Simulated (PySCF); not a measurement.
C₇H₁₃NSe.
Bonds: C1–C2, C2–C3, C2–Se4, Se4–C5, C5–C6, C6–C7, C7–C8, C8–N9 (triple). Hydrogens: H10, H11, H12 on C1; H13 on C2; H14, H15, H16 on C3; H17, H18 on C5; H19, H20 on C6; H21, H22 on C7.

A GFN2-xTB structure was refined with PySCF 2.14.0, PBE0-D3(BJ)/def2-SVP geometry optimisation, gas phase. Its GFN2-xTB values:

```json
{"coordinate": "C1–C2", "GFN2-xTB": "1.518 Å"}
{"coordinate": "C1–H10", "GFN2-xTB": "1.089 Å"}
{"coordinate": "C2–Se4", "GFN2-xTB": "1.997 Å"}
{"coordinate": "C2–H13", "GFN2-xTB": "1.095 Å"}
{"coordinate": "Se4–C5", "GFN2-xTB": "1.984 Å"}
{"coordinate": "C5–C6", "GFN2-xTB": "1.519 Å"}
{"coordinate": "C5–H17", "GFN2-xTB": "1.092 Å"}
{"coordinate": "C6–C7", "GFN2-xTB": "1.533 Å"}
{"coordinate": "C6–H19", "GFN2-xTB": "1.093 Å"}
{"coordinate": "C7–C8", "GFN2-xTB": "1.440 Å"}
{"coordinate": "C7–H21", "GFN2-xTB": "1.093 Å"}
{"coordinate": "C8≡N9", "GFN2-xTB": "1.143 Å"}
{"coordinate": "C1–C2–C3", "GFN2-xTB": "112.0°"}
{"coordinate": "C1–C2–Se4", "GFN2-xTB": "108.8°"}
{"coordinate": "C2–Se4–C5", "GFN2-xTB": "97.0°"}
{"coordinate": "C3–C2–Se4", "GFN2-xTB": "110.5°"}
{"coordinate": "Se4–C5–C6", "GFN2-xTB": "112.0°"}
{"coordinate": "C5–C6–C7", "GFN2-xTB": "111.9°"}
{"coordinate": "C6–C7–C8", "GFN2-xTB": "110.9°"}
{"coordinate": "C7–C8–N9", "GFN2-xTB": "178.5°"}
```

Q: How do these coordinates change at the PBE0-D3(BJ)/def2-SVP level?

A: 
```
coordinate  PBE0-D3(BJ)/def2-SVP (Å or °)  change
    Se4–C5                          1.958  -0.026
    C2–Se4                          1.978  -0.019
     C7–C8                          1.458  +0.018
     C8≡N9                          1.158  +0.015
    C1–H10                          1.102  +0.013
    C6–H19                          1.102  +0.009
    C5–H17                          1.101  +0.009
    C7–H21                          1.101  +0.008
    C2–H13                          1.101  +0.006
     C6–C7                          1.530  -0.003
     C5–C6                          1.521  +0.002
     C1–C2                          1.519  +0.001
  C5–C6–C7                          114.3    +2.4
 C2–Se4–C5                           99.3    +2.3
 Se4–C5–C6                          114.2    +2.2
  C6–C7–C8                          112.9    +2.0
 C1–C2–Se4                          107.5    -1.3
 C3–C2–Se4                          111.5    +1.0
  C7–C8–N9                          177.6    -0.9
  C1–C2–C3                          112.6    +0.6
```

The energy falls by 4.1 kcal/mol over 15 energy and gradient evaluations, the largest force component goes from 0.0258 to 4.2e-04 Eh/bohr, and the atoms move by 1.343 Å rms after alignment. The bond that changes most is Se4–C5 (ends: selenium bonded to 2 C; sp3 carbon bound to selenium), which shortens by 0.026 Å. Bonds longer at the end by more than 0.005 Å: 15 of 21; shorter: 2. Among the dihedrals that turn most is C2–Se4–C5–H17, from 75° to -20°. Rotational constants go from 2505, 532.8, 512.6 to 1404, 853.3, 648.6 MHz.

The run used 209 basis functions and 117 SCF cycles in all.

PBE0-D3(BJ)/def2-SVP frequencies: not computed here. The numbers are those of one conformer.
